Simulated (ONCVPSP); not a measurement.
## u(r) = r·R(r): atom against pseudo-atom (Nb (Z = 41))

Columns: radius, all-electron u(r) and pseudo u(r) of the 4d shell (level -14.01 eV) of niobium in the configuration [Ar] 3d10 4s2 4p6 4d3.5; PW91, scalar-relativistic, ONCV scheme, ONCVPSP 4.0.1.

```json
{"r (bohr)": "0.123", "all-electron": "-0.1656", "pseudo": "0.0026"}
{"r (bohr)": "0.245", "all-electron": "-0.3350", "pseudo": "0.0194"}
{"r (bohr)": "0.368", "all-electron": "-0.2847", "pseudo": "0.0615"}
{"r (bohr)": "0.490", "all-electron": "-0.1072", "pseudo": "0.1324"}
{"r (bohr)": "0.613", "all-electron": "0.1048", "pseudo": "0.2302"}
{"r (bohr)": "0.735", "all-electron": "0.2990", "pseudo": "0.3442"}
{"r (bohr)": "0.858", "all-electron": "0.4596", "pseudo": "0.4633"}
{"r (bohr)": "0.980", "all-electron": "0.5797", "pseudo": "0.5723"}
{"r (bohr)": "1.103", "all-electron": "0.6636", "pseudo": "0.6622"}
{"r (bohr)": "1.225", "all-electron": "0.7155", "pseudo": "0.7252"}
{"r (bohr)": "1.348", "all-electron": "0.7425", "pseudo": "0.7610"}
{"r (bohr)": "1.470", "all-electron": "0.7501", "pseudo": "0.7718"}
{"r (bohr)": "1.593", "all-electron": "0.7435", "pseudo": "0.7632"}
{"r (bohr)": "1.715", "all-electron": "0.7268", "pseudo": "0.7414"}
{"r (bohr)": "1.838", "all-electron": "0.7028", "pseudo": "0.7116"}
{"r (bohr)": "1.960", "all-electron": "0.6741", "pseudo": "0.6784"}
{"r (bohr)": "2.083", "all-electron": "0.6420", "pseudo": "0.6436"}
{"r (bohr)": "2.205", "all-electron": "0.6085", "pseudo": "0.6088"}
{"r (bohr)": "2.328", "all-electron": "0.5738", "pseudo": "0.5738"}
{"r (bohr)": "2.450", "all-electron": "0.5394", "pseudo": "0.5393"}
{"r (bohr)": "2.573", "all-electron": "0.5050", "pseudo": "0.5050"}
{"r (bohr)": "2.695", "all-electron": "0.4718", "pseudo": "0.4718"}
{"r (bohr)": "2.818", "all-electron": "0.4394", "pseudo": "0.4394"}
{"r (bohr)": "2.940", "all-electron": "0.4086", "pseudo": "0.4086"}
{"r (bohr)": "3.063", "all-electron": "0.3790", "pseudo": "0.3790"}
{"r (bohr)": "3.185", "all-electron": "0.3511", "pseudo": "0.3511"}
```

Task: How many radial nodes do the two functions have?

Result: The all-electron 4d function has n − l − 1 = 1; the pseudo-wave has 0, since the states of the same l below it are removed with the core.

Task: At about which radius was the pseudo-wave matched?

Result: 2.45 bohr. The columns agree to 0.0005 from 2.21 bohr on; several derivatives are matched, so the curves merge somewhat inside the radius.

Task: Where does each function peak?

Result: Outermost all-electron maximum near 1.47 bohr, pseudo maximum near 1.47 bohr (to the table’s step).

Task: Is the pseudo-wave norm-conserving?

Result: Yes: the ONCV scheme keeps the norm inside the radius equal to the all-electron one, which fixes the energy derivative of the logarithmic derivative at the level.
